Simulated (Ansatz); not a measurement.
A structure relaxed at B3LYP-D4/def2-SVP in Ansatz, charge 0, singlet:

```tsv
atom	x (Å)	y (Å)	z (Å)
In1	0.5172	-2.3872	0.0431
In2	-0.3625	1.4381	-1.6878
Se3	1.8049	0.3148	0.1494
Se4	-0.1994	1.0952	1.2337
Se5	-1.7602	-0.4608	0.2616
```

Problem. Give its formula and point group.

Solution. the cluster In₂Se₃ (the lowest singlet isomer of a short search). Point group Cs (tolerance 0.1 Å).

Problem. Summarise the bond lengths by kind (pairs closer than 1.2 times the sum of covalent radii, bridged metal pairs left out).

Solution. 5 × In–Se 2.95 to 3.06 Å; 2 × Se–Se 2.41 Å.

In the def2 sets In takes a core potential; there is no spin–orbit coupling. The structure comes from a short search, and lower isomers may exist.
